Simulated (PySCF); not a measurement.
N-methylmethanimine (C₂H₅N), SMILES C=NC. Atoms are numbered in the order given.

```xyz
8

C      0.1335     1.1380     0.0000
N     -0.5319    -0.1378     0.0000
C      0.1804    -1.1734     0.0000
H     -0.1866     1.7067    -0.8771
H     -0.1866     1.7067     0.8771
H      1.2310     1.0642     0.0000
H      1.2800    -1.1487     0.0000
H     -0.2986    -2.1520     0.0000
```

Geometry optimised at PBE0-D3(BJ)/def2-TZVP.

Level of theory: PBE0/pcSseg-2 run with PySCF.

GIAO shieldings, no solvent; atoms listed in one row are averaged. δ = σ(ref) − σ: ¹³C against TMS (σ = 186.1 ppm); ¹⁵N against NH3 (σ = 263.3 ppm); ¹H against TMS (σ = 31.54 ppm), references at their B3LYP-D3(BJ)/def2-TZVP geometries, non-relativistic.

Computed chemical shifts:
| nucleus | atoms | count | δ (ppm) |
|---|---|---|---|
| ¹³C | C3 | 1 | 163.1 |
| ¹³C | C1 | 1 | 55.8 |
| ¹⁵N | N2 | 1 | 408.5 |
| ¹H | H7 | 1 | 7.87 |
| ¹H | H8 | 1 | 7.36 |
| ¹H | H4, H5, H6 | 3 | 3.55 |
